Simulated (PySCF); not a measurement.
PySCF input for H3Si2, SMILES [Si][SiH3] (connectivity only; charge and spin as stated), neutral, multiplicity 2, SMD-ωB97X/6-31G*. Coordinates come from a B3LYP-D3(BJ)/def2-TZVP optimisation. The isomer is the one that the SMILES or the coordinates give; other isomers of the formula were not compared.

```python
import numpy as np
from pyscf import gto, scf, dft
from pyscf.solvent import smd

mol = gto.M(
    atom='''
    Si   -1.35773615   -0.01081605    0.00000000
    Si    1.02429971   -0.00878790    0.00000000
    H     1.67951868   -0.59233574    1.20092269
    H     1.30907288    1.45912724   -0.00000023
    H     1.67951868   -0.59233611   -1.20092251
    ''',
    basis='6-31G*',
    charge=0,
    spin=1,
    max_memory=1600,
    verbose=3,
)
mf = dft.UKS(mol, xc='wb97x').density_fit(auxbasis='def2-universal-jkfit')
mf.grids.level = 3
mf.conv_tol = 1e-9
mf.max_cycle = 100
mf.kernel()
fine, coarse = mf.grids, dft.Grids(mol).set(level=1).build(with_non0tab=True)
for _ in range(3):  # follow internal instabilities
    mf.grids = coarse
    mo, _, stable, _ = mf.stability(return_status=True, nroots=4)
    mf.grids = fine
    if stable:
        break
    mf.kernel(mf.make_rdm1(mo, mf.mo_occ))
res = {}
for name in ['water', 'dimethylsulfoxide', 'benzene']:
    s = mf.SMD()
    s.with_solvent.solvent, s.with_solvent.sasa_ng = name, 302
    s.kernel(mf.make_rdm1())
    res[name] = (s.e_tot, s.with_solvent.get_cds(), s.dip_moment(), s.mo_energy, s.converged)
    print(f'SMD {name}: dG(solv) = {(s.e_tot - mf.e_tot) * 627.509474:.3f} kcal/mol, of which CDS {res[name][1] * 627.509474:.3f}')
```

Log of the run:

```

WARN: HOMO -0.11116503363591 >= LUMO -0.11116503363591

converged SCF energy = -580.629043922181  <S^2> = 0.75368435  2S+1 = 2.003681
<class 'pyscf.df.df_jk.DFUKS'> wavefunction is stable in the internal stability analysis
converged SCF energy = -580.629140359867  <S^2> = 0.75369191  2S+1 = 2.0036885
Dipole moment(X, Y, Z, Debye):  0.19177, -0.29234,  0.00000
SMD water: dG(solv) = -0.061 kcal/mol, of which CDS 1.625
converged SCF energy = -580.631274876031  <S^2> = 0.75369174  2S+1 = 2.0036883
Dipole moment(X, Y, Z, Debye):  0.18921, -0.29165,  0.00000
SMD dimethylsulfoxide: dG(solv) = -1.400 kcal/mol, of which CDS 0.260
converged SCF energy = -580.632136655169  <S^2> = 0.7536875  2S+1 = 2.0036841
Dipole moment(X, Y, Z, Debye):  0.10698, -0.26719,  0.00000
SMD benzene: dG(solv) = -1.941 kcal/mol, of which CDS -1.227
```

The calculation finished and met its thresholds.

Cost: about 26 core-seconds (a rough figure).
